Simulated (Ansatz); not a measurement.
One change: `CC(=O)CC(=O)C(C)C` becomes `CC(=O)CC(C)=O`.

Ansatz, PBE0-D4/def2-TZVP geometries, multiplicity 1. Each molecule was computed in one conformer, which needn't be the lowest.

```
                                          property  `CC(=O)CC(=O)C(C)C`
size of the dipole moment (ωB97M-V/def2-TZVPP) / D                 1.56
    size of the dipole moment (PBE/def2-TZVPP) / D                 1.46
               HOMO energy (B3LYP/def2-TZVPP) / eV                -7.07
                 HOMO energy (PBE/def2-TZVPP) / eV                -5.75
                LUMO energy (PBE0/def2-TZVPP) / eV                -1.22
             HOMO energy (ωB97M-V/def2-TZVPP) / eV                -9.67
```

What does the change do to each property? (Best estimate.)

Ansatz gave: 
```json
{"property": "size of the dipole moment (ωB97M-V/def2-TZVPP) / D", "`CC(=O)CC(C)=O`": "1.59", "shift": "0.03"}
{"property": "size of the dipole moment (PBE/def2-TZVPP) / D", "`CC(=O)CC(C)=O`": "1.48", "shift": "0.02"}
{"property": "HOMO energy (B3LYP/def2-TZVPP) / eV", "`CC(=O)CC(C)=O`": "-7.16", "shift": "-0.09"}
{"property": "HOMO energy (PBE/def2-TZVPP) / eV", "`CC(=O)CC(C)=O`": "-5.82", "shift": "-0.07"}
{"property": "LUMO energy (PBE0/def2-TZVPP) / eV", "`CC(=O)CC(C)=O`": "-1.26", "shift": "-0.04"}
{"property": "HOMO energy (ωB97M-V/def2-TZVPP) / eV", "`CC(=O)CC(C)=O`": "-9.77", "shift": "-0.10"}
```

Dipoles are sizes alone; their direction can turn.

B3LYP here is the variant with VWN-RPA as its local correlation; programs differ in this.
